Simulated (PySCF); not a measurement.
## Electronic structure of C⁻ (carbon, charge -1) at the UHF level

Configuration: [He] 2s2 2p3, high-spin 4S determinant. Computed with PySCF 2.14 in aug-cc-pVTZ (5s4p3d2f, 46 functions), with no relativity, point nucleus.

* Total energy: -37.708448 hartree
* One-electron energy: -52.5406 hartree
* Hartree (Coulomb) energy: 20.0963 hartree
* Exchange energy: -5.2641 hartree
* Kinetic energy: 37.70399 hartree
* ⟨S²⟩: 3.7568
* ⟨L²⟩: 0.000
* Sum of ⟨r⟩: 10.35 bohr
* Sum of ⟨r²⟩: 26.09 bohr²
* Density at the nucleus (Gaussians lack the cusp): 122 bohr⁻³
* Spin density at the nucleus: -0.0224 bohr⁻³
* Langevin diamagnetic susceptibility: -20.7 ×10⁻⁶ cm³/mol

| shell | electrons | mean orbital energy (hartree) | rms radius, mean of both spins (bohr) |
| --- | --- | --- | --- |
| 1s α | 1 | -10.97591 | 0.312 |
| 1s β | 1 | -10.92785 | 0.312 |
| 2s α | 1 | -0.52566 | 1.91 |
| 2s β | 1 | -0.21329 | 1.91 |
| 2p α | 3 | -0.07786 | 2.49 |

Spin-orbit constants ζ (cm⁻¹) from the X2C one-electron operator on these orbitals (non-relativistic here): bare nucleus, nucleus screened by l(l+1)(2l+1)/3 electrons, and screened by the Breit-Pauli mean field of the electrons.

| shell | bare | screened nucleus | mean field |
| --- | --- | --- | --- |
| 2p | 43.00 | 28.67 | 22.18 |
